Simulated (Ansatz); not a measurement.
Ideal-gas functions of BrGeH$_{3}$O, SMILES `[OH][GeH2][Br]` at 600 K and 1 bar, from an Ansatz frequency run at PBE0-D4/def2-TZVP.

Molar mass 171.54 g/mol, point group C1 (symmetry number 1), electronic degeneracy 1, moments of inertia 41.109, 268.194, 301.507 u Å². Harmonic wavenumbers (cm⁻¹, unscaled): 157, 239, 308, 517, 649, 723, 783, 854, 944, 2168, 2215, 3891.

Use S(trans) = R[1.5 ln M + 2.5 ln T − 1.1517]; rotational temperatures θ = 24.2544 K / I; S(rot) = R[ln(√π/σ · √(T³/θAθBθC)) + 1.5]; for each mode x = 1.438777 ν̃/T, S = R[x/(eˣ − 1) − ln(1 − e⁻ˣ)] and H = RT x/(eˣ − 1); 1 cm⁻¹ = 0.0119627 kJ/mol; R = 8.31446 J/(mol·K).

Task: By hand: the entropy, in J/(mol·K).

Result: Translation 187.6. Rotation: θ = 0.59, 0.0904, 0.0804 K, giving 119.7. Vibration, mode by mode: 16.49, 13.06, 11.02, 7.04, 5.43, 4.71, 4.20, 3.67, 3.10, 0.29, 0.26, 0.01, in all 69.3. Electronic 0.0. Sum 376.6 J/(mol·K).

Task: By hand: H − E and G − E in kJ/mol, counted from the electronic energy.

Result: Zero-point energy ½ × 13448 × 0.0119627 = 80.4; thermal vibration 22.4; translation, rotation and pV give 4 RT = 20.0. H − E = 122.8 kJ/mol, and G − E = 122.8 − 600 × 376.6/1000 = -103.2 kJ/mol.

Vibration gives 18 % of the entropy. The sum counts one conformer and one mirror image; others add a mixing term.
